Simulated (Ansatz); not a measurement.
`[CH3][GeH]([F])[SiH3]` + HCl → `[CH3][GeH]([F])[Cl]` + SiH₄ at 700 K and 1 bar (cleavage of the Ge–Si bond).

Program: Ansatz. Geometries: PBE0-D4/def2-TZVP. ΔE: electronic, gas phase. CBS: MP2 limit from def2 TZ/QZ plus the TZ coupled-cluster correction, frozen cores. This one scheme is used for every species. For Ge outer-core shells are correlated without core-valence functions, which leaves a few kJ/mol of doubt a bond. Scalar relativity is left out up to krypton.

| species | CCSD(T)/CBS energy (Eh) | H − E (kJ/mol) | S (J/(mol·K)) |
| --- | --- | --- | --- |
| `[CH3][GeH]([F])[SiH3]` | -2507.28788 | 272.8 | 494.4 |
| HCl | -460.38127 | 38.4 | 211.8 |
| `[CH3][GeH]([F])[Cl]` | -2676.23424 | 192.1 | 431.2 |
| SiH₄ | -291.46306 | 115.5 | 252.9 |

H − E and S are ideal-gas, rigid-rotor, harmonic terms from PBE0-D4/def2-TZVP, for one conformer and one mirror image of each species. 1 Eh = 2625.50 kJ/mol, R = 8.31446 J/(mol·K).

Task: By hand: ΔE, ΔH, ΔS and ΔG.

Result: ΔE = (-2676.23424) + (-291.46306) − (-2507.28788) − (-460.38127) = -0.02815 Eh = -73.9 kJ/mol. Δ(H − E) = 192.1 + 115.5 − 272.8 − 38.4 = -3.6, so ΔH = -77.5 kJ/mol. ΔS = 431.2 + 252.9 − 494.4 − 211.8 = -22.1 J/(mol·K). ΔG = -77.5 − 700 × (-22.1)/1000 = -62.0 kJ/mol.

Task: By hand: the equilibrium constant, and the temperature at which ΔG would vanish if ΔH and ΔS stayed fixed.

Result: log₁₀ K = −ΔG/(RT ln 10) = 4.6. ΔG = 0 at ΔH/ΔS = 3507 K, far beyond where these terms or the molecules hold.

ΔH outweighs TΔS. A doubt of 5 kJ/mol in ΔE shifts log₁₀ K by 0.4 here. Other conformers and mirror images would add mixing entropy, several J/(mol·K) or more a flexible species. These are equilibria of isolated gas molecules and say nothing of rates. Largest T1 diagnostic: 0.012 (customary marks: 0.02 for closed shells, 0.045 for open ones).
